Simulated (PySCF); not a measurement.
difluoro(silyloxy)silane (F2H4OSi2), SMILES F[SiH](F)O[SiH3].

Coordinates come from a B3LYP-D3(BJ)/def2-SVP optimisation. The geometry has at least one imaginary mode, so it is a saddle point at that level. Other conformers were not sampled.

Two levels are set side by side: TDDFT-PBE/def2-SVPD (PySCF) and TDDFT-B3LYP/def2-SVPD (PySCF). Vertical, same geometry. The lowest singlet is HOMO→LUMO 100 % with PBE and HOMO→LUMO 99 % with the other functional; states are paired by order. Differences are taken from unrounded values.

```csv
quantity,TDDFT-B3LYP
lowest singlet excitation (eV),7.62
lowest triplet excitation (TDA) (eV),7.23
first bright state (f over 0.05) (eV),8.62
its oscillator strength,0.06
```

What does TDDFT-PBE give, and how far is it from TDDFT-B3LYP? (The exact figures need the calculation; the answer reports its results.)


```csv
quantity,TDDFT-PBE,TDDFT-PBE minus TDDFT-B3LYP
lowest singlet excitation (eV),7.06,-0.56
lowest triplet excitation (TDA) (eV),6.71,-0.53
first bright state (f over 0.05) (eV),8.33,-0.29
its oscillator strength,0.11,0.05
```

A lower first singlet is the usual sign of a functional without exact exchange. Differences between two approximate levels are no errors against the true value.

Rough cost on one machine, each run with all the roots and properties that it gave: TDDFT-B3LYP against TDDFT-PBE about 4 times.
